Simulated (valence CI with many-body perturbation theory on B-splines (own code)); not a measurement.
## La⁷⁺: calculated level list

Method: configuration interaction combined with many-body perturbation theory (CI+MBPT): four valence electrons over a frozen Dirac-Fock core [Kr] 4d10, radial functions for each j: 8 s, 8 p, 9 d, 9 f, 6 g, 3 h, 2 i, with the one-electron correlation potential Σ1, the two-electron term Σ2, the three-electron term Σ3, Breit, model QED; selected CI, second order for the rest, scaled by the run's own slope (own B-spline code, finite nucleus).

No measured spectrum was set against this ion. As an estimate, levels hold to about 250 cm⁻¹ or 0.2 % of their energy and the worst to 1 %, as in measured heavy ions of charge 2 to 7; those with d or f electrons hold less well. Core correlation moves these levels by up to 38000 cm⁻¹, and in measured spectra 5 to 20 % of such shifts remained as error; rates that hang on mixing are uncertain with them.

Levels 1 to 45 of 75, with energies above the lowest level, 5s2.5p2 3P_0. "Leading %" is the weight of the configuration and term that name the level; weights of strongly mixed levels are sums over their largest components and can fall short. In the jj column 3d3/2^4 stands for four electrons in 3d with j = 3/2. Lifetimes count E1, E2, E3, M1 and M2 decay at the calculated energies, and are blank where another channel may lead or the interval is too uncertain; long ones can be off by a factor of two.

```tsv
No.	Configuration	Term	J	E (cm⁻¹)	Leading %	g	Lifetime	Leading jj
1	5s2.5p2	3P	0	0.0	83			5s^2 5p1/2^2 (93 %)
2	5s2.5p2	3P	1	19294	98	1.501	9.07 ms	5s^2 5p1/2 5p3/2 (98 %)
3	5s2.5p2	3P	2	25736	53	1.273	340 ms	5s^2 5p1/2 5p3/2 (92 %)
4	5s2.5p2	1D	2	50747	52	1.227	2.84 ms	5s^2 5p3/2^2 (92 %)
5	5s2.5p2	1S	0	70636	82		892 μs	5s^2 5p3/2^2 (92 %)
6	4f.5s2.5p	3G	3	114270	58	0.861		4f5/2 5s^2 5p1/2 (95 %)
7	4f.5s2.5p	3F	3	118260	45	1.125	1.92 ms	4f7/2 5s^2 5p1/2 (91 %)
8	4f.5s2.5p	3F	2	119190	72	0.775	668 μs	4f5/2 5s^2 5p1/2 (87 %)
9	4f.5s2.5p	3G	4	120010	45	1.122	3.19 ms	4f7/2 5s^2 5p1/2 (92 %)
10	5s.5p3	5S°	2	137660	85	1.924	8.27 ns	5s 5p1/2^2 5p3/2 (55 %)
11	4f.5s2.5p	1F	3	138120	34	0.937	1.10 ms	4f5/2 5s^2 5p3/2 (87 %)
12	4f.5s2.5p	3F	4	140750	53	1.159	1.53 ms	4f7/2 5s^2 5p3/2 (60 %)
13	4f.5s2.5p	3G	5	144010	98	1.200	7.21 ms	4f7/2 5s^2 5p3/2 (98 %)
14	4f.5s2.5p	3D	3	145190	66	1.242	805 μs	4f7/2 5s^2 5p3/2 (83 %)
15	4f.5s2.5p	3D	2	145900	69	1.042	592 μs	4f5/2 5s^2 5p3/2 (87 %)
16	4f.5s2.5p	3D	1	148910	97	0.498	574 μs	4f5/2 5s^2 5p3/2 (97 %)
17	4f.5s2.5p	1G	4	152540	83	1.018	805 μs	4f5/2 5s^2 5p3/2 (59 %)
18	4f.5s2.5p	1D	2	157600	78	1.013	1.04 ms	4f7/2 5s^2 5p3/2 (89 %)
19	5s.5p3	3D°	1	165470	69	0.712	487 ps	5s 5p1/2^2 5p3/2 (61 %)
20	5s.5p3	3D°	2	168560	68	1.281	971 ps	5s 5p1/2 5p3/2^2 (65 %)
21	5s.5p3	3D°	3	175930	90	1.333	1.22 ns	5s 5p1/2 5p3/2^2 (90 %)
22	5s.5p3	3P°	0	192850	92		368 ps	5s 5p1/2 5p3/2^2 (92 %)
23	5s.5p3	3P°	1	195380	70	1.356	264 ps	5s 5p1/2 5p3/2^2 (72 %)
24	5s.5p3	3P°	2	196710	33	1.252	315 ps	5s 5p1/2 5p3/2^2 (49 %)
25	5s.5p3	3P°	2	216500	32	1.182	413 ps	5s 5p3/2^3 (54 %)
26	5s.5p3	3S°	1	218220	58	1.618	44.4 ps	5s 5p1/2 5p3/2^2 (68 %)
27	5s2.5p.5d	3F°	2	229070	47	0.647	389 ps	5s^2 5p1/2 5d3/2 (41 %)
28	4f.5s.5p2	5G°	3	233460	46	1.081	1.29 ns	4f5/2 5s 5p1/2^2 (45 %)
29	4f.5s.5p2	5G°	2	234570	54	0.521	645 ps	4f5/2 5s 5p1/2^2 (31 %)
30	4f.5s.5p2	5D°	4	236810	42	1.340	6.31 ns	4f7/2 5s 5p1/2^2 (64 %)
31	5s2.5p.5d	3F°	3	240150	61	1.076	299 ps	5s^2 5p1/2 5d5/2 (53 %)
32	4f.5s.5p2	3D°	3	245460	38	1.134	3.53 ns	4f5/2 5s 5p1/2 5p3/2 (32 %)
33	5s.5p3	1P°	1	245590	42	1.233	53.1 ps	5s 5p3/2^3 (56 %)
34	4f.5s.5p2	5G°	4	246500	59	1.275	45.6 ns	4f7/2 5s 5p1/2 5p3/2 (52 %)
35	4f.5s.5p2	5D°	3	247280	35	1.115	3.85 ns	4f5/2 5s 5p1/2 5p3/2 (55 %)
36	5s2.5p.5d	3D°	2	247810	17	1.195	75.7 ps	4f5/2 5s 5p1/2 5p3/2 (46 %)
37	4f.5s.5p2	5G°	5	249420	81	1.280	42.1 ns	4f7/2 5s 5p1/2 5p3/2 (80 %)
38	5s2.5p.5d	3D°	1	249700	38	0.693	44.5 ps	5s^2 5p1/2 5d3/2 (34 %)
39	4f.5s.5p2	5D°	2	250240	32	1.264	88.2 ps	4f5/2 5s 5p1/2 5p3/2 (37 %)
40	4f2.5s2	3H	4	250880	96	0.802	177 μs	4f5/2^2 5s^2 (82 %)
41	4f2.5s2	3H	5	252120	98	1.033	246 μs	4f5/2 4f7/2 5s^2 (98 %)
42	4f.5s.5p2	5F°	1	252870	42	0.706	109 ps	4f5/2 5s 5p1/2 5p3/2 (61 %)
43	4f2.5s2	3H	6	253470	97	1.166	376 μs	4f7/2^2 5s^2 (81 %)
44	4f.5s.5p2	3G°	3	253550	36	1.141	3.26 ns	4f7/2 5s 5p1/2 5p3/2 (76 %)
45	4f2.5s2	3F	2	255930	97	0.668	1.35 μs	4f5/2^2 5s^2 (62 %)
```

Names give the largest LS component (configuration and term), which can be under half, so a name can repeat, a term be missing and a line seem to break the LS rules; names also repeat where a configuration has a term twice.

Where two levels of one J and parity lie close, their mixing, g and order are uncertain.

The ionisation energy to 5s2.5p 2P°_1/2 of the next ion comes out as 105.88 eV (NIST: 105 ± 2.1 eV (theoretical)). All 75 levels together are meant to be complete up to 280100 cm⁻¹.
